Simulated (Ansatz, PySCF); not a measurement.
Gas-phase reaction (SMILES): CN(C)BN(C)C + Cl (HCl) → CN(C)B(Cl)N(C)C + [H][H] (H2); hydrogen chloride cleaves one B-H bond, a model of a ligand-exchange step.

Geometries: B3LYP-D3(BJ)/def2-TZVP minima from Ansatz (a quantum-chemistry and plane-wave program), one conformer each, not searched for the lowest. Valence correlation only, unless marked. No spin-orbit coupling. No relativistic terms. Basis-set limits of correlation are two-point, X^-3; Hartree-Fock from the larger set. The bracket is a focal-point correction in the basis named. Thermal terms are rigid-rotor harmonic-oscillator values from B3LYP-D3(BJ) frequencies (Ansatz or PySCF) at 298.15 K and 1 atm. 1 Eh = 627.5095 kcal/mol.

```json
[
 {"species": "CN(C)BN(C)C", "E, RI-MP2/CBS(cc-pV(T+d)Z,cc-pV(Q+d)Z)+[CCSD(T)-MP2]/cc-pV(T+d)Z (Ansatz) (Eh)": "-294.28048", "E, PBE0-D4/def2-TZVPD (Ansatz + dftd4) (Eh)": "-294.41175", "H - E (Eh)": "0.18975"},
 {"species": "Cl (HCl)", "E, RI-MP2/CBS(cc-pV(T+d)Z,cc-pV(Q+d)Z)+[CCSD(T)-MP2]/cc-pV(T+d)Z (Ansatz) (Eh)": "-460.37804", "E, PBE0-D4/def2-TZVPD (Ansatz + dftd4) (Eh)": "-460.66608", "H - E (Eh)": "0.01000"},
 {"species": "CN(C)B(Cl)N(C)C", "E, RI-MP2/CBS(cc-pV(T+d)Z,cc-pV(Q+d)Z)+[CCSD(T)-MP2]/cc-pV(T+d)Z (Ansatz) (Eh)": "-753.50727", "E, PBE0-D4/def2-TZVPD (Ansatz + dftd4) (Eh)": "-753.93331", "H - E (Eh)": "0.18342"},
 {"species": "[H][H] (H2)", "E, RI-MP2/CBS(cc-pV(T+d)Z,cc-pV(Q+d)Z)+[CCSD(T)-MP2]/cc-pV(T+d)Z (Ansatz) (Eh)": "-1.17529", "E, PBE0-D4/def2-TZVPD (Ansatz + dftd4) (Eh)": "-1.16831", "H - E (Eh)": "0.01336"}
]
```

Work out ΔE and ΔH at 298.15 K at the first level, then ΔH at the second.


1. ΔE = [(-753.50727) + (-1.17529)] - [(-294.28048) + (-460.37804)] = -0.02404 Eh = -15.1 kcal/mol at RI-MP2/CBS(cc-pV(T+d)Z,cc-pV(Q+d)Z)+[CCSD(T)-MP2]/cc-pV(T+d)Z.
2. The terms H - E add up to -0.00297 Eh, so ΔH = (-0.02404 + (-0.00297))×627.5095 = -16.9 kcal/mol.
3. At PBE0-D4/def2-TZVPD the same steps give ΔE = -14.9 and ΔH = -16.8 kcal/mol, a shift of +0.1 from the first level.
4. These values are not checked against measurement here, since the tables used lack a sound gas-phase enthalpy of formation for at least one species.
